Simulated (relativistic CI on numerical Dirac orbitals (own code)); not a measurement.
Slater and spin-orbit integrals, P9+

These numbers are calculated, not measured: Dirac-Coulomb-Breit CI, separate exchange-only KLI orbitals for each configuration, model QED (radiative potential, 1s self-energy scaled to tabulated hydrogen-like ionisation energies), unscaled Slater integrals (own radial code, finite nucleus).

Slater integrals F^k, G^k are unscaled and averaged over j, outside the closed core 1s2; ζ comes from projecting the Hamiltonian with its Breit term on Σ l·s of the shell.

- 2s²2p²: F^2(2p,2p) = 231090, ζ(2p) = 6120.3 cm⁻¹; <r>(2p) = 0.4104, <r^2>(2p) = 0.205 (bohr units).
- 2s2p³: F^2(2p,2p) = 230020, G^1(2s,2p) = 261130, ζ(2p) = 6013.4 cm⁻¹; <r>(2s) = 0.4654, <r^2>(2s) = 0.2541, <r>(2p) = 0.4123, <r^2>(2p) = 0.2069 (bohr units).
- 2p⁴: F^2(2p,2p) = 228240, ζ(2p) = 5915.6 cm⁻¹; <r>(2p) = 0.4152, <r^2>(2p) = 0.21 (bohr units).

Averages of the first 10 configurations, taken without configuration mixing, which lowers the lowest level and can move excited configurations by several eV; other configurations of the list can lie among them:

| Configuration | Parity | States | Average energy above the lowest level (eV) |
| --- | --- | --- | --- |
| 2s²2p² | even | 15 | 6.1 |
| 2s2p³ | odd | 40 | 46.3 |
| 2p⁴ | even | 15 | 96.6 |
| 2p³3s | odd | 40 | 324.9 |
| 2s²2p3s | odd | 12 | 246.6 |
| 2p³3p | even | 120 | 335.8 |
| 2s²2p3p | even | 36 | 259.0 |
| 2p³3d | odd | 200 | 347.7 |
| 2s²2p3d | odd | 60 | 271.1 |
| 2s2p²3s | even | 60 | 280.6 |
